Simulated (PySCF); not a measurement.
Computed IR spectrum (relative IR intensity) of a molecule C3H8N, multiplicity 2. Geometry optimised at PBE-D3(BJ)/def2-SVP. The values are those of a single conformer. Calculation: PBE-D3(BJ)/def2-SVP (PySCF). Harmonic, unscaled wavenumbers; measured fundamentals usually lie a few per cent lower.

Lines under 2 % of the strongest are left out, and lines within 2 cm⁻¹ are merged.

```csv
ν (cm⁻¹),relative intensity
202,2.1
297,36
330,13
381,4.5
443,13
556,67
817,38
861,100
882,10
931,32
1001,4.2
1084,9.9
1129,11
1297,5.6
1354,14
1386,3.3
1409,6.9
1419,4.4
1577,18
2963,8.7
2968,35
3052,26
3057,13
3080,11
3172,13
```

Task: Pick the molecule that these values belong to.
A) CC[N]C
B) [CH2]C(C)N
C) C[CH]NC
D) [CH2]CNC

Result: B, [CH2]C(C)N
